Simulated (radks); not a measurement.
Spherical quantum dot in the effective-mass picture: electrons in a well V = -V0 / (1 + exp((r - R)/a)) with V0 = 22.7, R = 2.26, a = 0.27, all in effective atomic units (hartree* = m*/eps^2 hartree, bohr* = eps/m* bohr), one dielectric constant everywhere. Method: non-relativistic Kohn-Sham, LDA (Slater exchange, Perdew-Wang correlation), spin-polarised, spherical densities; computed with a radial shooting solver with Libxc functionals. Levels are named by radial order and angular momentum (1s, 1p, 1d, 2s, ...), and open shells are averaged over m. Results are scaled to m* = 0.509 and eps = 16.9, for which hartree* = 48.49 meV and bohr* = 1.757 nm.

N = 10, configuration 1s2 1p6 1d(up 2, down 0). This is the lowest configuration that the search found. Occupied and some empty levels:

level,occupation,eigenvalue (meV),<r> (nm)
1s up,1,-704.47,2.009
1s down,1,-701.36,1.999
1p up,3,-656.65,2.311
1p down,3,-653.03,2.307
1d up,2,-592.58,2.528
1d down,0,-588.76,2.528
2s up,0,-548.66,2.007
2s down,0,-546.46,2.011
1f up,0,-515.67,2.705
1f down,0,-511.84,2.707
2p up,0,-459.86,2.301
2p down,0,-457.40,2.302

Energy (meV): total -8103.67, kinetic 898.87, external -10387, Hartree 1673.8, exchange-correlation -289.12.

Electron density:

r (nm),n(r) (e/nm^3)
0.215,0.04094
0.574,0.05176
0.933,0.07020
1.29,0.09108
1.65,0.1060
2.01,0.1058
2.37,0.08652
2.73,0.05484
3.09,0.02556
3.45,0.008311
3.81,0.001830
4.16,0.0002856
4.52,0.00003419
